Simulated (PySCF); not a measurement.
## How methods differ on the ionisation energy of Ga²⁷⁺

Ga²⁷⁺ [He] 2s2 (1S) → Ga²⁸⁺ [He] 2s1 (2S), as a difference of total energies. All numbers are calculated (PySCF 2.14, no relativity, point nucleus, in an even-tempered Gaussian basis (17 s from 8.1 bohr⁻², ratio 2.2; 8 p from 13 bohr⁻², ratio 2.4; 5 d from 38 bohr⁻², ratio 2.4; 5 f from 57 bohr⁻², ratio 2.4; 4 g from 85 bohr⁻², ratio 2.4)). Correlated levels: nothing frozen; virtual orbitals above 40 to 60 times the deepest correlated orbital energy dropped. The calculations carry no spin-orbit coupling.

| method | ionisation energy (eV) |
| --- | --- |
| UHF | 2818.7 |
| LDA | 2817.6 |
| PBE | 2822.4 |
| PBE0 | 2821.8 |
| r2SCAN | 2818.3 |
| BP86 | 2822.6 |
| r2SCAN0 | 2818.8 |
| MP2 (all electrons) | 2824.3 |
| SCS-MP2 (all electrons) | 2825.4 |

Question: How much does correlation contribute at MP2 (all electrons)?

Answer: 2824.3 − (2818.7) = 5.6 eV, measured against UHF.

The gap to the reference is mostly relativistic.

For comparison: 2868 ± 3 eV (semi-empirical (NIST evaluation); NIST Atomic Spectra Database, ionization energies).
